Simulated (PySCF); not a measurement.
Compound: 2-methylnaphthalene, C11H10.
Bonds: C1–C2, C2–C3 (aromatic), C3–C4 (aromatic), C4–C5 (aromatic), C5–C6 (aromatic), C6–C7 (aromatic), C7–C8 (aromatic), C8–C9 (aromatic), C9–C10 (aromatic), C10–C11 (aromatic), C2–C11 (aromatic), C5–C10 (aromatic). Hydrogens: H12, H13, H14 on C1; H15 on C3; H16 on C4; H17 on C6; H18 on C7; H19 on C8; H20 on C9; H21 on C11.

Computed with PySCF at PBE0/pcSseg-1, non-relativistic, on one gas-phase PBE0-D3(BJ)/def2-SVP geometry that isn't relaxed in the solvent. The solvent is an IEF-PCM continuum (cavity from Bondi-type radii × 1.2). The model holds no explicit solvent molecules, cavitation or dispersion.

Gas phase at PBE0/pcSseg-1: HOMO -6.26 eV, LUMO -1.13 eV, dipole 0.54 D.

**Question.** What does the continuum do to the energy, the frontier levels and the dipole at PBE0/pcSseg-1 in chloroform and acetonitrile?

**Answer.** 
```csv
solvent,ε,E(solvent) − E(gas) (kcal/mol),polarisation term (kcal/mol),distortion of the solute (kcal/mol),HOMO (eV),LUMO (eV),dipole (D)
chloroform,4.711,-3.15,-3.47,0.32,-6.31,-1.17,0.71
acetonitrile,35.69,-4.60,-5.29,0.69,-6.36,-1.22,0.77
```

The polarisation term is half the interaction of the solute with the surface charges that it induces; the rest is the cost of distorting the solute's density. The sum is the electrostatic part of solvation alone. From chloroform to acetonitrile the lowering changes by a factor 1.46, Onsager's factor (ε − 1)/(2ε + 1) by 1.35 and ε itself by 7.6.

**Question.** Which Hirshfeld charges (PBE0/pcSseg-1) respond most in acetonitrile (means over atoms taken as equivalent)?

**Answer.** 
| atoms | environment | gas (e) | solvent (e) | change |
| --- | --- | --- | --- | --- |
| C5 | ring-fusion aromatic carbon | -0.005 | -0.017 | -0.012 |
| C10 | ring-fusion aromatic carbon | -0.003 | -0.015 | -0.012 |
| H15 | aromatic hydrogen | +0.048 | +0.057 | +0.009 |
| H17 | aromatic hydrogen | +0.049 | +0.057 | +0.008 |
| H21 | aromatic hydrogen | +0.045 | +0.053 | +0.008 |
| H16 | aromatic hydrogen | +0.050 | +0.058 | +0.008 |

The run took 47 s wall on one thread, Arm Neoverse V2 (aarch64), shared host with 96 logical CPUs at a one-minute load of 35, and the process peaked at 1.3 GiB of memory. This is the whole shielding run at PBE0/pcSseg-1 in acetonitrile, SCF included.
